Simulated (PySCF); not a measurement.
**Frontier orbitals and the lowest excitations**

Species: GeH(OMe)3, C3H10GeO3.
Cartesian coordinates in Å at the PBE0-D3(BJ)/def2-SVP level; atoms count from 1:
```
atom  x, y, z in Å
Ge1    0.014   -0.003    0.425
H2     0.122    0.009    1.961
O3     1.599   -0.072   -0.338
C4     2.407   -1.215   -0.236
H5     2.670   -1.456    0.812
H6     3.346   -1.024   -0.779
H7     1.926   -2.104   -0.681
O8    -0.787    1.436   -0.192
C9    -0.144    2.684   -0.211
H10    0.062    3.067    0.807
H11   -0.807    3.406   -0.711
H12    0.810    2.651   -0.765
O13   -0.901   -1.389   -0.156
C14   -2.294   -1.469    0.004
H15   -2.596   -1.504    1.068
H16   -2.642   -2.398   -0.473
H17   -2.814   -0.620   -0.473
```

The calculation used TDDFT PBE0/def2-SVPD, vertical, gas phase, core orbitals frozen in the response in PySCF 2.14.0, density-fitted response routines. Relativistic effects, spin–orbit coupling among them, are left out although an element past zinc is present.

Frontier orbitals with the atoms that hold most of them (Löwdin shares over 4%, at most four atoms):

| orbital | ε (eV) | atoms |
| --- | --- | --- |
| LUMO+2 | 0.70 | Ge1 23%, O13 14%, C14 11%, C4 10% |
| LUMO+1 | 0.69 | Ge1 25%, C9 19%, O8 11%, O3 9% |
| LUMO | 0.67 | Ge1 20%, H2 13%, O8 10%, C4 9% |
| HOMO | -8.07 | O13 25%, O8 25%, Ge1 9%, H2 8% |
| HOMO-1 | -8.08 | O13 34%, O8 24%, C14 9%, O3 7% |
| HOMO-2 | -8.11 | O3 49%, C4 13%, O8 12%, H7 6% |
| HOMO-3 | -8.82 | O8 34%, C9 14%, O3 10%, O13 9% |

The HOMO–LUMO gap is 8.74 eV. Where does the response calculation put the lowest singlet, and from which orbitals?

S1 is at 7.25 eV (f = 0.0046), 1.50 eV below the gap, made of HOMO-1→LUMO+3 (26%), HOMO-1→LUMO+1/LUMO+2 (≥21%), HOMO→LUMO+1/LUMO+2 (≥17%). Without the coupling terms of the response equations the lowest excitation would equal the gap.

Next come S2 at 7.26 eV (f 0.0059), HOMO-2→LUMO+3 (27%), HOMO-2→LUMO+1/LUMO+2 (≥19%), HOMO-2→LUMO (12%); S3 at 7.36 eV (f 0.0040), HOMO-2→LUMO (17%), HOMO→LUMO+1/LUMO+2 (≥15%), HOMO-1→LUMO (14%); S4 at 7.50 eV (f 0.0073), HOMO→LUMO (61%), HOMO-1→LUMO+3 (10%), HOMO-1→LUMO+1/LUMO+2 (≥8%); S5 at 7.52 eV (f 0.0084), HOMO→LUMO+1/LUMO+2 (≥22%), HOMO-2→LUMO (18%), HOMO-1→LUMO (15%).

Orbitals of the list HOMO-3 to LUMO+2 that lie within 0.01 eV of each other are written together with a slash and their weights summed (≥ marks a lower bound); for degenerate orbitals outside that list single weights are arbitrary.

Time: 88 s wall (grids of density and orbitals included); peak memory 1.0 GiB. Hardware: one thread of an Arm Neoverse V1, shared host.

One conformer stands for the species.

Without π bonds the low states are Rydberg-like; a valence basis with one diffuse set may place them up to an eV too high.
